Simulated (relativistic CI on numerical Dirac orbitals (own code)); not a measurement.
# Ti⁺ in a cubic cluster: 3p photoemission with charge transfer

Computed with a charge-transfer multiplet model of a cubic metal-ligand cluster with up to one ligand hole, Slater and spin-orbit integrals from Dirac-Coulomb-Breit ions, Slater integrals scaled by 0.7. The ground state mixes d3 with configurations of k ligand holes L, whose averages lie at kΔ + k(k − 1)U_dd/2; a core hole lowers each added d electron by U_cd. 300 K, Lorentzian 0.9 eV and Gaussian 0.8 eV FWHM.

Atomic integrals in eV (Slater integrals scaled, ζ unscaled), ground: F2dd 4.733, F4dd 2.905, zeta_d 0.009; with the core hole: F2dd 5.891, F4dd 3.667, zeta_d 0.013, zeta_core 0.417, F2cd 6.646, G1cd 8.305, G3cd 4.992.

Cluster parameters (eV): Δ = 9.7, U_dd = 5.4, 10Dq = 1.3, 10Dq(ligand) = 1.4, V(eg) = 1.55, V(t2g) = -0.78, final-state hopping factor = 0.8.

| Case | n_d | d3 | d4L | S |
| --- | --- | --- | --- | --- |
| U_cd = 4.2 eV | 3.09 | 0.91 | 0.09 | 1.50 |
| U_cd = 4.8 eV | 3.09 | 0.91 | 0.09 | 1.50 |
| U_cd = 6 eV | 3.09 | 0.91 | 0.09 | 1.50 |

Weights, n_d and S are thermal averages at 300 K. Binding energies count from the first peak over 30 % of the highest in each spectrum, which can be another peak from case to case. The parameters are a model scan and need not match a compound or its usual spin state. Peaks in eV (height, largest 100):
- U_cd = 4.2 eV: 0.0 (100), 4.1 (26), 9.3 (9), 12.6 (15)
- U_cd = 4.8 eV: 0.0 (100), 4.1 (27), 9.3 (9), 12.6 (14)
- U_cd = 6 eV: 0.0 (100), 3.8 (28), 9.4 (10), 12.5 (13)

Curve for U_cd = 4.8 eV (points under 2 left out, the grid thinned):

E (eV), Intensity and a bar:
```
     -4.0        2.2 
     -3.5        2.8 
     -3.1        3.5 
     -2.6        4.9 #
     -2.2        6.7 #
     -1.7       11.1 ###
     -1.3       19.1 #####
     -0.8       43.8 #############
     -0.4       78.4 #######################
      0.1       99.5 ##############################
      0.5       78.6 ########################
      1.0       52.4 ################
      1.5       41.9 ############
      1.9       30.5 #########
      2.4       18.9 #####
      2.8       16.2 ####
      3.3       19.6 #####
      3.7       24.7 #######
      4.2       26.6 ########
      4.6       22.5 ######
      5.1       14.2 ####
      5.5        9.3 ##
      6.0        6.5 #
      6.5        5.3 #
      6.9        4.7 #
      7.4        4.3 #
      7.8        4.5 #
      8.3        5.6 #
      8.7        7.3 ##
      9.2        9.1 ##
      9.6        8.8 ##
     10.1        6.7 #
     10.5        5.5 #
     11.0        5.1 #
     11.5        6.2 #
     11.9        9.1 ##
     12.4       13.9 ####
     12.8       13.8 ####
     13.3        8.7 ##
     13.7        5.3 #
     14.2        3.5 
     14.6        3.3 
     15.1        3.6 
     15.5        3.3 
     16.0        2.1
```

For the case U_cd = 6 eV, Δ = 9.7 eV is larger than U_dd = 5.4 eV, the Mott-Hubbard side of the Zaanen-Sawatzky-Allen scheme. With the core hole the configuration with one ligand hole lies at Δ − U_cd = 5.5, 4.9, 3.7 eV from the one without, in the order of the table; where this is negative the screened configuration lies lower.
